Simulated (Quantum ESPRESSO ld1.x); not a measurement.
Results of a calculation; reference values are marked as such.
Kr25+, configuration [Ne] 3s1.

Level of theory: Dirac Kohn-Sham, relativistic LDA (MacDonald-Vosko exchange, VWN5 correlation), spin-unpolarised, spherical densities, point nucleus (ld1.x of Quantum ESPRESSO 7.5).

Energy parts (hartree):
| part | energy |
|---|---|
| total | -2364.608 |
| kinetic | 2431.493 |
| electron-nucleus | -5117.202 |
| Hartree | 375.194 |
| exchange-correlation | -54.092 |

Orbitals (lengths in bohr, moments of r in powers of bohr; r(max) is where P^2 peaks):
orbital  occ.  eigenvalue (hartree)  r(max)       <r^4>
1s1/2       2             -561.9428   0.027  0.00001398
2s1/2       2             -110.2423   0.154    0.002492
2p1/2       2             -104.3208   0.120    0.001665
2p3/2       4             -102.2789   0.123    0.001798
3s1/2       1              -43.3738   0.418     0.07190
3p1/2       0              -41.4191   0.399     0.06533
3p3/2       0              -40.9241   0.405     0.06854
4s1/2       0              -22.9633   0.832      0.7923

The highest occupied level is 3s1/2 at -1180.3 eV. The density falls to 0.001 e/bohr^3 at r = 1.03 bohr. For comparison, the ionisation energy in NIST's Atomic Spectra Database is 1205.2 eV (semi-empirical). In exact Kohn-Sham theory the highest level is minus the ionisation energy, but local and semilocal functionals leave it too shallow, through self-interaction and a potential that decays too fast; potentials with the right tail come closer.

Beside tabulated values, note that spin-unpolarised runs miss the spin-polarisation part of the exchange energy of open shells.
